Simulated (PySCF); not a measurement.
**Relaxation of singlet IrI₃**

Computed with PySCF, PBE0, basis Ir def2-SVP with ECP60, I def2-SVP with ECP28 (scalar-relativistic core potentials, no spin–orbit coupling, density fitting). A (50,194) grid was used.

A hand-made T-shaped start, of C2v symmetry, held to at least that symmetry:

```xyz
4
charge 0 multiplicity 1, angstrom
Ir    0.0000    0.0000   -0.6035
I     0.0000    0.0000    1.9465
I     2.5484    0.0000   -0.5145
I    -2.5484    0.0000   -0.5145
```

What does it relax to?

It ends at C2v with Ir–I 2.506 Å (×2), Ir–I 2.576 Å; I–Ir–I 95.1° (×2), I–Ir–I 169.8°. A frequency run shows 1 imaginary mode, down to 127i cm⁻¹, so it is a saddle point. Other isomers or separated fragments may lie lower.

How much energy is released, and in how many steps?

18.2 kJ/mol in 5 steps.

Stability towards spin polarisation was not tested. Spin–orbit coupling, left out here, can matter for elements this heavy.

The relaxation took roughly 100 core-seconds on a shared host.
